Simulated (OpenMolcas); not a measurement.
## F IV: Slater's ratio, worked from levels

| Quantity | Value |
| --- | --- |
| Program | OpenMolcas |
| Basis | ANO-RCC-VTZP [4s3p2d1f] |
| Scalar Hamiltonian | DKH2, point nucleus |
| Active space | 4 electrons in 4 orbitals (2s 2p) |
| State averaging | 2S+1 = 3 even, 6 roots (3 in the spin-orbit step); 2S+1 = 1 even, 6 roots kept (CI in the orbitals of an earlier block); 2S+1 = 5 odd, 1 root; 2S+1 = 3 odd, 9 roots kept (CI in the orbitals of an earlier block); 2S+1 = 1 odd, 8 roots kept (CI in the orbitals of an earlier block) |
| Spin-orbit coupling | state interaction with AMFI integrals over the reference wave functions, term energies averaged over their components |

Methods: CASSCF; SS-CASPT2, IPEA 0.25 Eh, imaginary shift 0.1 Eh (closed shells correlated: 1s). Measured levels: Moore, Atomic Energy Levels, vol. I, NSRDS-NBS 35 (1971 reprint of NBS Circular 467, 1949).

**Slater's ratio.** With one set of orbitals, p2 has ¹D - ³P = 6 F2 and ¹S - ¹D = 9 F2 (F2 = F²/25), a ratio of 3/2. Term energies are centres of gravity, weighted by 2J + 1.

```tsv
Source	¹D - ³P	¹S - ³P	F2 from the first	Ratio
CASSCF	26899	50062	4483	0.861
SS-CASPT2	25317	53386	4220	1.109
measured	24825	53128	4138	1.140
```

Energies in cm-1. A ratio away from 3/2 shows effects beyond one configuration with one set of orbitals, and in heavier atoms second-order spin-orbit shifts. In CASSCF the valence s occupation is 1.88 in ¹S against 1.97 in ¹D: mixing out of s² acts most on ¹S and pulls it down.

CASPT2 breaks the degeneracy within a term, and the mean is taken; among the terms shown or strongly mixed into the levels shown the widest spread is 11 cm-1 (2s² 2p² ¹D, SS-CASPT2). Terms from blocks run as CI alone lack orbitals of their own. Measured partners are found by configuration, term and J. A level has none where our copy of the source lacks it or the pairing is in doubt (some pairs that miss far off the trend of their configuration count as doubtful), and it then counts in no deviation. Levels of configurations outside the active space are missing.
